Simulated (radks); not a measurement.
Problem. Pt, 78 electrons, occupied as [Xe] 4f14 5d8 6s2 (not the ground configuration). Method: scalar-relativistic Kohn-Sham, PBE, spin-polarised, spherical densities, finite nucleus; open shells are filled with parallel spins first (spin-orbit coupling, left out, can overturn this in heavy ions); Fermi nuclear charge, rms radius 5.427 fm; computed with a radial shooting solver on a logarithmic mesh with Libxc functionals. Some entries of the table are withheld. Estimate them.

orbital,occ.,eigenvalue (eV),<1/r> (bohr^-1),<r^2> (bohr^2)
1s down,1,-78399.36,93.91,0.0004062
1s up,1,-78399.35,93.91,0.0004062
2s up,1,-13776.10,22.01,0.006203
2s down,1,-13775.97,22.01,0.006203
2p up,3,-11943.19,19.66,0.005202
2p down,3,-11943.08,19.66,0.005202
3s up,1,-3238.121,8.161,0.04005
3s down,1,-3238.072,8.161,0.04004
3p up,3,-2704.053,7.465,0.04106
3p down,3,-2703.999,7.465,0.04106
3d up,5,-2123.897,7.031,0.03401
3d down,5,-2123.802,7.031,0.03401
4s up,1,-698.0355,3.491,0.1945
4s down,1,-697.9071,3.491,0.1945
4p up,3,-522.8150,3.157,0.2220
4p down,3,-522.6960,3.157,0.2219
4d up,5,-309.7236,2.826,0.2535
4d down,5,-309.5855,2.826,0.2533
5s up,1,-104.9120,1.417,1.018
5s down,1,-103.9752,1.422,1.013
4f up,7,(1),2.389,0.3251
4f down,7,(2),2.391,0.3236
5p up,3,-59.1273,1.202,1.373
5p down,3,-57.9628,1.205,1.368
5d up,5,-8.6147,0.8141,3.162
5d down,3,-7.3854,0.8062,3.298
6s up,1,-6.7719,0.4562,8.955
6s down,1,-6.1832,0.4433,9.482

Solution. 
(1) 4f up eigenvalue (eV): -72.9916
(2) 4f down eigenvalue (eV): -72.7827
